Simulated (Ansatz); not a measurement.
BiH₃⁺. The state is a doublet with charge 1. Geometry PBE-D4/def2-TZVP; atoms count from 1.

```xyz
4

Bi   -0.377    0.229    0.137
H    -0.825   -1.374   -0.491
H     0.743    0.013    1.503
H     0.459    1.132   -1.149
```

In the def2 sets Bi takes a core potential; there is no spin–orbit coupling.

Estimate the Mulliken populations from the PBE0/def2-TZVP orbitals of Ansatz.


```json
{"atom": "Bi1", "charge (e)": "0.58", "spin (α − β)": "0.72"}
{"atom": "H2", "charge (e)": "0.14", "spin (α − β)": "0.09"}
{"atom": "H3", "charge (e)": "0.14", "spin (α − β)": "0.09"}
{"atom": "H4", "charge (e)": "0.14", "spin (α − β)": "0.09"}
```
Mulliken values depend strongly on the basis.

Where does the spin sit?

Summed by element: Bi 0.72, H 0.28, of 1 unpaired in all. Largest on single atoms: Bi1 0.72, H2 0.09, H3 0.09.
